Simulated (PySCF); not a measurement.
Compound: [VF4]- (charge -1 and triplet state).
Bonds: V1–F2, V1–F3, V1–F4, V1–F5.

Method: PBE0-D3(BJ)/def2-SVP geometry optimisation, gas phase (PySCF).

Question: How far are the bound atoms from V1?

Answer: 4 atoms: F3 1.812 Å, F2 1.812 Å, F5 1.812 Å, F4 1.813 Å.

Question: List the angles at V1.

Answer: 
```csv
angle,degrees,distance of the outer atoms (Å)
F4–V1–F5,110.4,2.98
F2–V1–F4,109.4,2.96
F2–V1–F5,109.4,2.96
F3–V1–F4,109.3,2.96
F2–V1–F3,109.2,2.95
F3–V1–F5,109.0,2.95
```

Question: What is the shape at V1?

Answer: Tetrahedral: angles from 109.0° to 110.4°; τ4 = (360° − α − β)/141° = 0.99 with α and β the two widest (0 for a square, 1 for a tetrahedron).

Point group: Td (tolerance 0.08 Å). Charge -1, triplet. ⟨S²⟩ = 2.005 (exact for a triplet: 2.00). The geometry's basis has no diffuse functions, a weakness for an anion. No PBE0-D3(BJ)/def2-SVP frequencies stand behind this structure, so it isn't proved a minimum.

Caution for open-shell metal species: one SCF solution and one stationary point were followed, and a lower state or a bent or distorted shape isn't ruled out.
